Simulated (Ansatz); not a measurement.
C₃H₆BClO, SMILES `CC1(Cl)CBO1`, relaxed with RKS PBE0-D4/def2-TZVP in Ansatz from a PBE-D4/def2-SVP geometry. The force threshold is 0.005 eV/Å; the program also tests the step.

Charge 0, multiplicity 1.

Start:

```xyz
12

C     0.929    1.138    0.476
C     0.400   -0.023   -0.338
Cl    1.259   -0.073   -1.938
C    -1.132   -0.220   -0.445
B    -0.749   -1.524    0.372
O     0.611   -1.292    0.357
H     2.015    1.014    0.651
H     0.411    1.175    1.455
H     0.757    2.089   -0.062
H    -1.486   -0.382   -1.480
H    -1.742    0.570    0.034
H    -1.271   -2.472    0.918
```

```
step  energy (eV)  largest force (eV/Å)  largest move (Å)
   1  -18447.1547                 0.722             0.000
   2  -18447.1988                 0.317             0.021
   3  -18447.2052                 0.048             0.013
   4  -18447.2054                 0.044             0.006
   5  -18447.2055                 0.020             0.007
   6  -18447.2056                 0.016             0.006
   7  -18447.2056                 0.003             0.003
```

End:

```xyz
12

C     0.920    1.130    0.469
C     0.403   -0.028   -0.335
Cl    1.248   -0.085   -1.911
C    -1.118   -0.217   -0.441
B    -0.744   -1.515    0.369
O     0.604   -1.278    0.357
H     1.990    1.018    0.643
H     0.405    1.162    1.432
H     0.741    2.064   -0.064
H    -1.478   -0.365   -1.458
H    -1.708    0.562    0.043
H    -1.262   -2.450    0.896
```

It took 31 s on 4 threads of an Arm Neoverse V2 on a shared host, with 0.68 GiB of host memory at the peak.
